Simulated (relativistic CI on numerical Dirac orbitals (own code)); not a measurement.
Hyperfine structure of Ag39+, mass number 107

Calculated at this level of theory: Dirac-Coulomb-Breit CI, orbitals from a KLI potential per configuration, model QED (radiative potential, 1s self-energy scaled to tabulated hydrogen-like ionisation energies), unscaled Slater integrals (own radial code, finite nucleus).

CI space (outside the closed core 1s2): 2s2 2p4, 2s 2p5, 2p6, 2p5 3s, 2p5 3p, 2p5 3d, 2s2 2p3 3s, 2s2 2p3 3p, 2s2 2p3 3d, 2s 2p4 3s, 2s 2p4 3p, 2s 2p4 3d, 2s2 2p3 4s, 2s2 2p3 4p, 2s2 2p3 4d, 2s2 2p3 4f. Levels of other configurations are missing.

Nuclear spin I = 1/2, μ = -0.11352 μN (tables of Stone and Pyykkö). The electronic factors are computed for point nuclear moments, without core polarisation or the Bohr-Weisskopf and QED corrections.

```csv
Level,E (eV),A (GHz)
2s2 2p4 3P_2,0.000,-42.25
2s2 2p4 3P_1,178.486,11.63
2s2 2p4 1D_2,193.912,-99.06
2s 2p5 3P°_2,396.261,-240.9
2s 2p5 3P°_1,439.072,129.4
2s 2p5 1P°_1,612.407,-522.7
```

Levels with J = 0, under 50 % of one LS term, or S terms without an open s electron are left out. Small factors come from cancelling terms and can be off by tens of per cent or more.

At this charge energies of transitions that change n are usually good to better than 1 %, and those within a shell (Δn = 0) to a few per cent.

(1) Give the hyperfine levels of 2s2 2p4 3P_2 relative to its centre of gravity.

## Answers

(1) With K = F(F + 1) − I(I + 1) − J(J + 1), E = AK/2: F = 3/2: 63.37, F = 5/2: -42.25 GHz.

LS names give the leading component of a level, which can be under half, so a name can repeat, a term be missing and a line seem to break the LS rules.
